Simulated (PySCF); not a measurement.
# Telling isomers of C6H11NOSi apart by NMR

PySCF 2.14 calculation with NMR shieldings at PBE0/pcSseg-1/GIAO and GFN2-xTB geometry; one computed conformer, non-relativistic, in vacuum, averaged over atoms made equivalent by symmetry, fast rotation or ring inversion.

References, each an isolated molecule treated in the same way: ¹H (σref 31.72), ¹³C (σref 186.93) vs TMS. Where no couplings were computed, multiplicities follow the n + 1 count of equivalent neighbours, and m marks all less simple cases (inequivalent or close neighbours, rings, F or P nearby). Shifts are as computed. Against solution values, carbons near 30 ppm lie about +3 ppm off and those near 130 ppm about +5 ppm. Of 1309 compounds with measured shifts, 239 miss one by over three times the rms of a fit or turn the order of signals round; such compounds aren't used in these exercises. OH and NH positions are gas-phase values without hydrogen bonding to other molecules.

(1) Tabulate the signals of `C[C@@H](O)[C@H]1[SiH2]C[C@H]1C#N`, `[H]/N=C\C=C/C(=O)CC[SiH3]`, `C=CCC(=O)C(=C)[SiH2]N` and their relative energies.

(2) What is the quickest way to tell C[C@@H](O)[C@H]1[SiH2]C[C@H]1C#N from C=CCC(=O)C(=C)[SiH2]N?

(3) What is the quickest way to tell [H]/N=C\C=C/C(=O)CC[SiH3] from C=CCC(=O)C(=C)[SiH2]N?

(4) What is the quickest way to tell C[C@@H](O)[C@H]1[SiH2]C[C@H]1C#N from [H]/N=C\C=C/C(=O)CC[SiH3]?

Results:

(1) 
```tsv
SMILES	carbon types	δC	δH	E rel. (kcal/mol)
C[C@@H](O)[C@H]1[SiH2]C[C@H]1C#N	1×C 3×CH 1×CH2 1×CH3	127.7, 72.9, 38.5, 26.5, 25.3, 12.6	4.76 (m, 1H), 4.69 (m, 1H), 4.67 (m, 1H), 3.45 (m, 1H), 2.23 (m, 1H), 1.86 (m, 1H), 1.54 (m, 1H), 1.06 (d, 3H), 0.71 (br s, 1H)	8.0
[H]/N=C\C=C/C(=O)CC[SiH3]	1×C 3×CH 2×CH2	210.9, 163.7, 143.8, 139.4, 43.2, 4.6	14.40 (br s, 1H), 8.38 (d, 1H), 6.49 (d, 1H), 6.29 (m, 1H), 4.23 (t, 3H), 2.83 (t, 2H), 0.78 (m, 2H)	17.6
C=CCC(=O)C(=C)[SiH2]N	2×C 1×CH 3×CH2	208.3, 156.2, 148.8, 146.3, 124.9, 52.0	7.41 (br s, 1H), 6.58 (br s, 1H), 6.27 (m, 1H), 5.65 (m, 1H), 5.49 (m, 1H), 5.02 (s, 2H), 3.61 (d, 2H), -0.05 (br s, 2H)	0.0
```

Energies are electronic energies at PBE0/pcSseg-1 on these geometries, without zero-point or thermal terms, each for the one conformer computed, which needn't be the lowest.

(2) Both give the same number of carbon signals, but DEPT or the intensities differ. The first has an sp3 CH bonded to O at 72.9 ppm, the second a ketone carbonyl carbon (C) at 208.3 ppm. Their most deshielded carbons lie at 127.7 and 208.3 ppm. In the proton spectra the most deshielded non-exchanging signals are 4.76 (m, 1H) and 7.41 (br s, 1H).

(3) Both give the same number of carbon signals, but DEPT or the intensities differ. The first has an sp3 CH2 bonded to Si at 4.6 ppm, the second a β carbon of a C=C–C=O unit (CH2) at 148.8 ppm. Their most deshielded carbons lie at 210.9 and 208.3 ppm. In the proton spectra the most deshielded non-exchanging signals are 8.38 (d, 1H) and 7.41 (br s, 1H).

(4) Both give the same number of carbon signals, but DEPT or the intensities differ. The first has a nitrile carbon (C) at 127.7 ppm, the second a ketone carbonyl carbon (C) at 210.9 ppm. In the proton spectra the most deshielded non-exchanging signals are 4.76 (m, 1H) and 8.38 (d, 1H).
